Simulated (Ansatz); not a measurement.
Ansatz (an electronic-structure program) input (HSE06/def2-TZVPD):

Ansatz 0.2 input:
```yaml
crystal:
  periodic: [false, false, false]
  atoms:
    - {symbol: C, position_ang: [-2.59774172, -0.42632039, 0.60810626]}
    - {symbol: C, position_ang: [-1.41745380, -0.36831396, 0.00583029]}
    - {symbol: Cl, position_ang: [-1.19745541, 0.66591368, -1.40687060]}
    - {symbol: Si, position_ang: [0.12282285, -1.30681289, 0.49816193]}
    - {symbol: O, position_ang: [1.34971882, -0.27025203, 0.77571094]}
    - {symbol: Si, position_ang: [2.17844938, 1.05486442, 0.26963314]}
    - {symbol: H, position_ang: [-3.46137251, 0.13100542, 0.26701982]}
    - {symbol: H, position_ang: [-2.71931758, -1.05531549, 1.48170391]}
    - {symbol: H, position_ang: [-0.17940197, -2.04901298, 1.73966254]}
    - {symbol: H, position_ang: [0.48745023, -2.23068284, -0.59682622]}
    - {symbol: H, position_ang: [3.41971082, 1.13770176, 1.06903853]}
    - {symbol: H, position_ang: [2.51771043, 0.92985550, -1.16564540]}
    - {symbol: H, position_ang: [1.36757417, 2.27301674, 0.48340898]}
basis:
  gaussian:
    orbitals: def2-TZVPD
hamiltonian:
  xc: {name: HSE06}
output: {forces: true}
```

Output:

```
Functional definition: HSE06
integrals: 0.51 GiB planned
1789 factors; their error is unknown
integrals: 0.55 GiB planned
202 factors; integrals over basis functions are off by at most 1.4e-6 eV
0.49 GiB of the device are held for the grids
2.49 GiB of device memory are held for the factors and their scratch space
mean field: 2.29 GiB planned
mean field evaluation 1: about -32490.1476 eV, gradient 7.3e1 eV
mean field evaluation 2: about -32471.0068 eV, gradient 1.2e2 eV
mean field evaluation 4: about -32500.5505 eV, gradient 9.7e0 eV
mean field evaluation 8: about -32500.7537 eV, gradient 2.9e-1 eV
mean field evaluation 16: about -32500.7935 eV, gradient 2.6e-4 eV
mean field -32500.79349851 eV, -1194.3821312413 hartree, gradient 2.9e-5 eV, S^2 0.000000; 0 other end points of the search recorded, 0 dependent functions left out
the calculation of the forces begins
reference -32500.79356552 eV, -1194.3821337039 hartree; 36, 36 occupied and 273, 273 virtual orbitals, 1789 factors
Total energy: -32500.79356552 eV, -1194.3821337039 hartree
Atom 0 at    -2.597742    -0.426320     0.608106 Å, force     0.069718     0.018146    -0.061235 eV/Å
Atom 1 at    -1.417454    -0.368314     0.005830 Å, force     0.013664     0.183978    -0.248334 eV/Å
Atom 2 at    -1.197455     0.665914    -1.406871 Å, force    -0.068833    -0.224188     0.293966 eV/Å
Atom 3 at     0.122823    -1.306813     0.498162 Å, force     0.050045     0.210856    -0.028766 eV/Å
Atom 4 at     1.349719    -0.270252     0.775711 Å, force    -0.003549     0.001481    -0.012830 eV/Å
Atom 5 at     2.178449     1.054864     0.269633 Å, force    -0.087722    -0.149610     0.047144 eV/Å
Atom 6 at    -3.461373     0.131005     0.267020 Å, force    -0.046404     0.037745    -0.030328 eV/Å
Atom 7 at    -2.719318    -1.055315     1.481704 Å, force     0.013743    -0.044410     0.052541 eV/Å
Atom 8 at    -0.179402    -2.049013     1.739663 Å, force    -0.021659    -0.047575     0.086235 eV/Å
Atom 9 at     0.487450    -2.230683    -0.596826 Å, force     0.024605    -0.066904    -0.073815 eV/Å
Atom 10 at     3.419711     1.137702     1.069039 Å, force     0.073229     0.001964     0.049949 eV/Å
Atom 11 at     2.517710     0.929855    -1.165645 Å, force     0.029722    -0.005375    -0.092052 eV/Å
Atom 12 at     1.367574     2.273017     0.483409 Å, force    -0.046559     0.083892     0.017524 eV/Å
Dipole moment:    -0.173893    -0.108078     0.177834 e Å
```
